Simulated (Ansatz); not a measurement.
`C[O][W]([F])([F])([F])([Cl])[O]C` at its PBE0-D4/def2-TZVP geometry, where that method's forces vanish. The species carries charge 0 and has multiplicity 1. W takes the def2 core potential.

```xyz
15

C    -2.2955    1.0332   -1.1508
O    -1.0754    0.3888   -0.9305
W    -0.1816   -0.7998    0.1292
F     0.1204   -1.9910   -1.2715
F    -1.8074   -1.6566    0.4734
F     0.5345   -2.0545    1.3160
Cl   -0.6155    0.5622    1.9786
O     1.4741   -0.0433   -0.0135
C     2.6866    0.1922    0.6400
H    -2.4301    1.7937   -0.3759
H    -3.1077    0.3043   -1.0928
H    -2.2792    1.5035   -2.1349
H     3.4204    0.5477   -0.0845
H     3.0334   -0.7327    1.1076
H     2.5230    0.9524    1.4095
```

What forces (eV/Å) does ωB97M-V/def2-TZVPP give on these atoms in Ansatz? (An estimate is asked.)

Computed: 
```
C1  -0.433  0.237 -0.051
O2   0.433 -0.282  0.132
W3   0.110  0.070 -0.273
F4  -0.016  0.038  0.063
F5   0.010  0.008  0.015
F6  -0.015  0.012  0.006
Cl7 -0.019  0.042  0.073
O8  -0.480 -0.129 -0.196
C9   0.416  0.094  0.254
H10  0.008 -0.076 -0.075
H11  0.077  0.067 -0.005
H12 -0.005 -0.050  0.099
H13 -0.072 -0.040  0.075
H14 -0.033  0.086 -0.044
H15  0.019 -0.077 -0.072
```
